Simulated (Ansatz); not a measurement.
System (SMILES): [SeH] (SeH), doublet.
Atoms: Se1, H2. Bonds: Se1-H2.

Basis-set convergence of the highest harmonic wavenumber at PBE with Ansatz (a program for electronic structure). Each level at its own minimum, finite differences of forces, unscaled; the reference is a large set that could be run, not a limit. Cartesian d functions, on some or all atoms, in 3-21G, 6-31G, 6-31G*, 6-31G**; all else is spherical. The program fits the integrals of some runs and decomposes those of others, by size. Open shells are unrestricted. No added dispersion term, no relativity. Reference: the value in pcseg-4, 2346 cm⁻¹, itself unsure by roughly 1 cm⁻¹ (its mean distance from aug-pcseg-3, aug-cc-pVQZ, cc-pV5Z). Deviations are taken from unrounded values.

| basis | functions | highest harmonic wavenumber (cm⁻¹) | minus reference (cm⁻¹) |
|---|---|---|---|
| 3-21G | 25 | 2124 | -222 |
| 6-31G | 31 | 2213 | -132 |
| cc-pVDZ | 32 | 2349 | 3 |
| pcseg-1 | 32 | 2341 | -5 |
| 6-31G* | 37 | 2340 | -6 |
| 6-31G** | 40 | 2345 | -1 |
| aug-cc-pVDZ | 45 | 2353 | 8 |
| def2-TZVP | 54 | 2348 | 3 |
| cc-pVTZ | 57 | 2346 | 0 |
| def2-TZVPP | 62 | 2350 | 4 |
| cc-pVQZ | 98 | 2344 | -1 |
| def2-QZVPP | 119 | 2346 | 0 |
| cc-pV5Z | 159 | 2348 | 2 |

The smallest set listed that lies within 20 cm⁻¹ of the reference with all its larger relatives (same family, alike in diffuse functions; a set with none counts only in the reference's own line) is cc-pVDZ (32 functions, 3 cm⁻¹ off), level with pcseg-1. (Relatives not listed, tested too: 6-311G** -5, pcseg-2 -3, aug-cc-pVTZ 2, pcseg-3 -1, def2-QZVP 1, aug-cc-pVQZ -1, pcseg-4 0 cm⁻¹.)
